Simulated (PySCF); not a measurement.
## Radial density of Ru(2+) (ruthenium, charge +2)

UHF, [Kr] 4d5 5p1, high-spin 7P determinant (an excited configuration). Calculation: PySCF 2.14, in ANO-RCC-VTZP; scalar relativity by spin-free X2C-1e.

| r (bohr) | 4πr²ρ (e/bohr) | 4πr²(ρα − ρβ) |
| --- | --- | --- |
| 0.0282 | 54.58 | -0.0008 |
| 0.0474 | 47.28 | 0.0059 |
| 0.0797 | 63.29 | 0.0612 |
| 0.134 | 62.30 | 0.3745 |
| 0.226 | 45.57 | 0.9032 |
| 0.379 | 49.91 | 0.3300 |
| 0.638 | 15.12 | 0.6977 |
| 1.07 | 13.36 | 3.9817 |
| 1.81 | 3.696 | 2.3195 |
| 3.04 | 0.5838 | 0.5702 |
| 5.11 | 0.08798 | 0.0880 |
| 8.59 | 0.001583 | 0.0016 |

Densities and radii are taken from the X2C orbitals without a picture-change correction, which distorts them close to the nucleus.
